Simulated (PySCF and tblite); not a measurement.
C₇H₅FO₂, numbered as in [O:1]=[C:2]([OH:3])[c:4]1[cH:5][cH:6][cH:7][c:8]([F:9])[cH:10]1.

Conformers came from 90 starts (ETKDG and KDG, MMFF94s, GFN2-xTB); geometries are PBE0-D3(BJ)/def2-SVP. Free energies are PBE0-D3(BJ)/def2-SVPD (IEF-PCM, chloroform) single points with GFN2-xTB rigid-rotor and vibrational terms (modes under about 100 cm⁻¹ blended into free rotors). Symmetry numbers and mirror images are counted. Conformers within 3 kcal/mol (GFN2-xTB free energy) were kept, 8 at most. Couplings: B3LYP/pcSseg-1 with pcJ-1 on H, F (gas phase; spin-dipole term only for pairs with B, N, F, Si or P). Couplings are for ¹⁹F, ¹H. Run with PySCF (density fitting) and tblite.

Torsions listed: O1–C2–O3–H3, O3–C2–C4–C5.

```
conformer     shape  weight %
        1  0°, 179°      50.3
        2    0°, 0°      49.7
```

Give the couplings in each conformer and the averages at 298.15 K (pairs that fast motion interchanges averaged).


```tsv
coupling	pairs	1	2	average (Hz)
⁴J(H6,F9)	1	4.9	4.8	4.8
³J(H7,F9)	1	8.5	8.2	8.3
³J(F9,H10)	1	9.2	9.6	9.4
³J(H5,H6)	1	8.8	8.7	8.8
⁴J(H5,H7)	1	0.7	0.6	0.6
⁴J(H5,H10)	1	1.1	1.1	1.1
³J(H6,H7)	1	9.2	9.2	9.2
⁴J(H7,H10)	1	2.4	2.5	2.5
```

Only couplings over up to 4 bonds are listed; longer-range ones, if any, are left out.

Computed couplings to fluorine can be off by tens of per cent at such levels.
